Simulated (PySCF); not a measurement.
C5H10OSi.
Atom-mapped SMILES: `[CH3:1][C:2]#[C:3][Si@@H:4]([OH:5])[CH2:6][CH3:7]` (hydrogens: H8, H9, H10 on C1; H11 on Si4; H12 on O5; H13, H14 on C6; H15, H16, H17 on C7)

A GFN2-xTB structure was refined with PySCF, PBE0-D3(BJ)/def2-SVP geometry optimisation, gas phase. Its GFN2-xTB values:

```csv
coordinate,GFN2-xTB
C1–C2,1.462 Å
C1–H8,1.065 Å
C2≡C3,1.218 Å
C3–Si4,1.802 Å
Si4–O5,1.639 Å
Si4–C6,1.936 Å
Si4–H11,1.456 Å
O5–H12,0.972 Å
C6–C7,1.525 Å
C6–H13,1.114 Å
C6–H14,1.079 Å
C7–H15,1.098 Å
C1–C2–C3,179.1°
C2–C3–Si4,179.4°
C3–Si4–O5,113.0°
C3–Si4–C6,107.1°
Si4–C6–C7,113.0°
O5–Si4–C6,110.8°
C3–Si4–C6–C7,-62°
```

How do these coordinates change at the PBE0-D3(BJ)/def2-SVP level?

```csv
coordinate,PBE0-D3(BJ)/def2-SVP (Å or °),change
Si4–C6,1.867,-0.069
Si4–H11,1.496,+0.040
C1–H8,1.101,+0.036
C3–Si4,1.835,+0.033
Si4–O5,1.670,+0.031
C6–H14,1.104,+0.025
O5–H12,0.961,-0.011
C1–C2,1.451,-0.011
C6–H13,1.104,-0.010
C7–H15,1.101,+0.003
C2≡C3,1.220,+0.002
C6–C7,1.526,+0.001
O5–Si4–C6,106.5,-4.3
C3–Si4–C6,111.0,+3.9
C3–Si4–O5,109.6,-3.4
Si4–C6–C7,113.7,+0.7
C1–C2–C3,179.8,+0.7
C2–C3–Si4,179.4,0.0
C3–Si4–C6–C7,-59,+3
```

The energy falls by 21.9 kJ/mol over 25 energy and gradient evaluations, the largest force component goes from 0.0377 to 2.2e-04 Eh/bohr, and the atoms move by 0.281 Å rms after alignment. The bond that changes most is Si4–C6 (oxygen-bound silicon to sp3 carbon bound to silicon), which shortens by 0.069 Å. Bonds longer at the end by more than 0.005 Å: 7 of 16; shorter: 5. Among the dihedrals that turn most is H11–Si4–O5–H12, from -176° to 74°. Rotational constants go from 2976, 1143, 944.2 to 3085, 1120, 944.8 MHz.

The run used 152 basis functions and 186 SCF cycles in all. Time: 4.0 min; peak memory 0.61 GiB. Hardware: an Arm Neoverse V2 with one thread, on a shared host.

Whether it is a minimum is left open (no frequencies). One conformer, not necessarily the lowest.
